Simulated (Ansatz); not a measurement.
Reaction (formal exchange of groups at a Ge–F bond): `[F][GeH2][Br]` + BH₃ → `[BH2][GeH2][Br]` + H–F

Gas-phase electronic energies from Ansatz, PBE0-D4/def2-TZVP geometries. CBS: MP2 limit from def2 TZ/QZ plus the TZ coupled-cluster correction, frozen cores. This one scheme is used for every species. For Br, Ge outer-core shells are correlated without core-valence functions, which leaves a few kJ/mol of doubt a bond. Scalar relativity is left out up to krypton.

| species | CCSD(T)/CBS(def2) energy (Eh) |
| --- | --- |
| `[F][GeH2][Br]` | -4750.49448 |
| BH₃ | -26.55200 |
| `[BH2][GeH2][Br]` | -4676.63012 |
| H–F | -100.39570 |

Task: Work out ΔE.

Result: ΔE = (-4676.63012) + (-100.39570) − (-4750.49448) − (-26.55200) = 0.02066 Eh = +0.56 eV.

Largest T1 diagnostic among the species: 0.010.

In def2-TZVPP, CCSD(T) changes the Hartree–Fock value by −0.28 eV (the triples alone add −0.01 eV) and MP2 by −0.25 eV. At CCSD(T), def2-SVP lies +0.21 eV from the extrapolated value and def2-TZVPP +0.05 eV.
